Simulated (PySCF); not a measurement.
Mo(NH)(F)3(Cl) (ClF₃HMoN), SMILES [NH]=[Mo]([F])([F])([F])[Cl], multiplicity 1.

Geometry optimised at PBE-D3(BJ)/def2-SVP. The spin state was assumed, not searched. The structure was generated by enumeration; whether it is a known compound was not checked. The def2 effective core potentials stand for the cores of Mo; spin–orbit coupling is left out.

These are PBE-D3(BJ)/def2-SVP in PySCF 2.14.0 values and carry that method's errors.

Frequencies are harmonic and unscaled.

Computed vibrational spectrum:
| mode | ν (cm⁻¹) | IR (km/mol) | moving atoms (share of kinetic energy) |
|---|---|---|---|
| 1 | 97 | 0.0 | F 76 %, Cl 20 % |
| 2 | 187 | 2.4 | F 49 %, Cl 36 %, Mo 14 % |
| 3 | 214 | 17.1 | F 56 %, N 20 %, Mo 10 %, Cl 10 % |
| 4 | 240 | 4.2 | F 59 %, Mo 22 %, N 8 % |
| 5 | 258 | 9.3 | F 38 %, N 28 %, Mo 12 %, H 12 %, Cl 10 % |
| 6 | 272 | 11.6 | N 40 %, H 28 %, F 26 % |
| 7 | 307 | 1.7 | F 94 % |
| 8 | 376 | 32.0 | Cl 70 %, Mo 22 % |
| 9 | 460 | 110.5 | H 66 %, N 29 % |
| 10 | 507 | 129.3 | H 72 %, N 24 % |
| 11 | 620 | 38.7 | F 92 % |
| 12 | 678 | 140.0 | F 85 %, Mo 14 % |
| 13 | 694 | 204.5 | F 72 %, Mo 28 % |
| 14 | 1058 | 69.8 | N 78 %, Mo 15 % |
| 15 | 3546 | 333.5 | H 92 % |
